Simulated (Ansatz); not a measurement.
Species: C₆H₁₄S, net charge 0, singlet state. SMILES: CCCCCSC
Coordinates optimised at B3LYP-D3(BJ)/def2-TZVP (Ansatz, a first-principles code):
```
C
H 1 1.0932
H 1 1.0936 2 106.41
C 1 1.5239 2 108.96 3 118.23
H 4 1.0921 1 110.26 2 62.18
H 4 1.0932 5 107.00 1 -120.66
C 1 1.5278 2 109.96 3 -118.05
H 7 1.0958 1 109.47 2 -179.39
H 7 1.0958 8 106.06 1 -117.87
C 7 1.5269 8 109.22 9 -117.61
H 10 1.0947 7 109.13 8 -179.82
H 10 1.0949 11 106.10 7 -117.47
C 10 1.5258 11 109.60 12 -118.24
H 13 1.0915 10 111.50 11 58.04
H 13 1.0927 14 107.74 10 122.10
H 13 1.0927 14 107.75 15 115.76
S 4 1.8195 5 104.53 6 -114.96
C 17 1.8127 4 100.56 5 169.12
H 18 1.0891 17 106.76 4 -175.11
H 18 1.0891 19 108.67 17 120.90
H 18 1.0907 19 108.78 20 119.51
```
Charge 0, spin multiplicity 1.

Wanted: atomisation energy (electronic, to ground-state atoms); the coupled-cluster value holds the core correlation from cc-pwCVTZ, in kJ/mol. Cores are frozen in the correlated levels unless marked. Open shells are spin-unrestricted. Spin-orbit coupling is left out. Non-relativistic. CBS(X,Y): correlation extrapolated as X^-3; Hartree-Fock from the larger set. [CCSD(T)-MP2]/basis is that difference in the basis named.

Level to compare with: RI-MP2/CBS(aug-cc-pV(T+d)Z,aug-cc-pV(Q+d)Z)+[CCSD(T)-MP2]/aug-cc-pV(T+d)Z plus the core term (Ansatz), 8174.6 kJ/mol. It is a level with limits of its own, and the differences hold the functionals' basis error too.

Rank these functionals by how close they come to RI-MP2/CBS(aug-cc-pV(T+d)Z,aug-cc-pV(Q+d)Z)+[CCSD(T)-MP2]/aug-cc-pV(T+d)Z, closest first: BHLYP/def2-TZVPD (Ansatz); SVWN5/def2-TZVPD (Ansatz); PBE/def2-TZVPD (Ansatz); wB97M-V/def2-TZVPD (Ansatz).

wB97M-V/def2-TZVPD (range-separated hybrid meta-GGA with VV10, 8155.8 kJ/mol, difference -18.8), PBE/def2-TZVPD (GGA, 8235.3 kJ/mol, difference 60.7), BHLYP/def2-TZVPD (global hybrid, 7916.8 kJ/mol, difference -257.8), SVWN5/def2-TZVPD (LDA, 9221.5 kJ/mol, difference 1046.9)
